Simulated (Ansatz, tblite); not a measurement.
Isomers of Pt2H4 (singlet), found by a short tight-binding search and relaxed with B3LYP-D4/def2-TZVP in Ansatz.

In the def2 sets Pt takes a core potential; there is no spin–orbit coupling. The xTB rows come from tblite.

Run but left out: GFN1-xTB (tight binding far off the other levels); HF/def2-TZVP (B: restricted singlet, unstable in another Hartree–Fock run and untested here); HF/def2-TZVPP, MP2/def2-TZVPP, CCSD/def2-TZVPP, CCSD(T)/def2-TZVPP (B: restricted singlet, unstable towards broken spin symmetry).

B: The restricted singlet is unstable towards broken spin symmetry in Hartree–Fock (as tested in another run); at PBE-D4/def2-TZVP, r2SCAN-D4/def2-TZVP, PBE0-D4/def2-TZVP, ωB97M-V/def2-TZVP this wasn't settled.

Other spin states were run for one of them alone.

A:

| atom | x (Å) | y (Å) | z (Å) |
| --- | --- | --- | --- |
| Pt1 | -0.411 | 0.497 | 1.121 |
| Pt2 | 0.413 | -0.498 | -1.118 |
| H3 | 0.841 | 1.245 | 1.540 |
| H4 | 1.057 | -1.805 | -1.628 |
| H5 | -1.060 | 1.804 | 1.625 |
| H6 | -0.840 | -1.242 | -1.541 |

B:

```csv
atom,x (Å),y (Å),z (Å)
Pt1,0.949,-0.667,0.267
Pt2,-0.954,0.677,-0.268
H3,2.458,-1.808,0.294
H4,-2.177,2.025,-0.729
H5,2.379,-1.613,1.067
H6,-2.655,1.385,-0.631
```

Task: Estimate their order by electronic energy at PBE0-D4/def2-TZVP, counted from the lowest.

Result: A (0.0) < B (253.9), in kJ/mol.

Task: Do the other levels pick the same lowest one?

Result: All that were run do. Energies above each level's lowest (kJ/mol):

```tsv
level	A	B
GFN2-xTB	0.0	173.9
PBE-D4/def2-TZVP	0.0	244.8
r2SCAN-D4/def2-TZVP	0.0	275.7
PBE0-D4/def2-TZVP	0.0	253.9
ωB97M-V/def2-TZVP	0.0	261.3
```
Point groups (tolerance 0.1 Å): A Ci, B not assigned. A and B have the same bonds, so they are conformers or stereoisomers. Lower isomers may exist.
